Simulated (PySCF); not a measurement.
pyrrole (C$_{4}$H$_{5}$N), singlet, geometry from GFN2-xTB. Base run: TPSS/6-31G* run with PySCF.

The PySCF input:
```python
from pyscf import gto, scf, dft

mol = gto.M(
    atom='''
H     0.02331855   -0.00569419    2.12133513
N     0.01225989   -0.00299376    1.11530690
C    -0.00104268    1.10746771    0.33287593
C     0.00829435   -1.10923850    0.32682311
C    -0.01369937    0.70723215   -0.97433836
C    -0.00776355   -0.70199109   -0.97818631
H    -0.00054049    2.09153871    0.75876769
H     0.01709616   -2.09558146    0.74733455
H    -0.02586159    1.34596924   -1.83515419
H    -0.01456440   -1.33609757   -1.84247771
''',
    basis='6-31g*',
    verbose=4,
)

mf = dft.RKS(mol)
mf.xc = 'tpss'
mf.kernel()
```

Variants of this job, named by their change:

| change | ΔE vs base (mEh) | grid points | electrons on the grid |
|---|---|---|---|
| base | 0.000 | 119416 | 35.99998 |
| grids.prune = dft.gen_grid.sg1_prune | 0.055 | 53152 | 35.99971 |
| grids.atom_grid = (75, 302) | 0.000 | 144568 | 35.99998 |
| grids.becke_scheme = stratmann | 0.002 | 119416 | 35.99999 |
| grids.atom_grid = (99, 590) | -0.002 | 322008 | 36.00000 |
| grids.level = 1 | 0.147 | 38200 | 35.99977 |
| grids.level = 0 | -71.934 | 8512 | 36.02900 |
| grids.prune = off | 0.000 | 188752 | 35.99999 |
| grids.level = 4 | -0.002 | 220848 | 36.00000 |
| grids.prune = dft.gen_grid.treutler_prune | 0.005 | 103256 | 35.99999 |
| grids.atom_grid = (50, 194) | 0.037 | 65800 | 35.99987 |
